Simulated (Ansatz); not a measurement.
```xyz
10

H     1.3000    0.0000    0.0000
H     1.0517    0.7641    0.0000
H     0.4017    1.2364    0.0000
H    -0.4017    1.2364    0.0000
H    -1.0517    0.7641    0.0000
H    -1.3000    0.0000    0.0000
H    -1.0517   -0.7641    0.0000
H    -0.4017   -1.2364    0.0000
H     0.4017   -1.2364    0.0000
H     1.0517   -0.7641    0.0000
```

Basis set: def2-SVP (spherical functions). All electrons are correlated. Charge 0, multiplicity 1.

Computed with Ansatz (development build ahead of 0.2.0); each method stands on the lowest determinant of its kind that the runs found. Restricted open shells among the atoms or ions are ROHF, correlated in semicanonical orbitals with singles.

(1) Give the atomization energy at this shape (free ground-state atoms in the same class of orbitals less the molecule, no zero-point energy) of singlet H₁₀ by RHF-MP2, RHF.

## Answers

(1)

```tsv
method	atomization energy
RHF-MP2	1238.2 kJ/mol
RHF	724.4 kJ/mol
```
